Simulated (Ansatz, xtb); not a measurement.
## Two isomers of C6H7NO2

Structure I is `CC(=O)/C=C(\O)CC#N`, a singlet and structure II is `CC(=O)C/C(O)=C/C#N`, a singlet. Both are isolated molecules in the gas phase, relaxed with r2SCAN-D4/def2-SVP, each in the lowest conformer that the search found.

Estimate E(II) − E(I) at the level CCSD(T)/def2-SVP + ΔMP2/def2-TZVPP.

Calculated at CCSD(T)/def2-SVP + ΔMP2/def2-TZVPP: E(II) − E(I) = +0.313 eV, so structure I lies lower.

The same difference at several levels:

| level | geometry | E(II) − E(I) (eV) | departure from the last row (eV) | job, with rough time for the two |
| --- | --- | --- | --- | --- |
| GFN2-xTB | GFN2-xTB | +0.338 | +0.025 | optimisation, 0.34 s |
| HF/STO-3G | GFN2-xTB | +0.189 | −0.124 | single point, 1 s |
| r2SCAN-D4/def2-SVP//GFN2-xTB | GFN2-xTB | +0.395 | +0.082 | single point, 11 s |
| r2SCAN-D4/def2-SVP | r2SCAN-D4/def2-SVP | +0.423 | +0.110 | optimisation, 2.6 min |
| HF/def2-SVP | r2SCAN-D4/def2-SVP | +0.199 | −0.114 | part of the CCSD(T) run |
| MP2/def2-SVP | r2SCAN-D4/def2-SVP | +0.315 | +0.002 | part of the CCSD(T) run |
| CCSD(T)/def2-SVP | r2SCAN-D4/def2-SVP | +0.268 | −0.045 | single point |
| CCSD(T)/def2-SVP + ΔMP2/def2-TZVPP | r2SCAN-D4/def2-SVP | +0.313 |  | single point, 6.5 min |

As drawn, both hold the same kinds of bond in the same numbers.

The levels shown agree on the order. The largest departure from CCSD(T)/def2-SVP + ΔMP2/def2-TZVPP is that of HF/STO-3G, 0.124 eV. A small imaginary or near-zero mode remains, so no thermal terms are given. The last row adds to CCSD(T) the change of the MP2 difference between the two basis sets, here +0.045 eV.

The correlated steps freeze 9 core orbitals. Programs: Ansatz 0.2.0, xtb 6.7.1; the last row on 2 threads of Arm Neoverse V1 on a shared host.
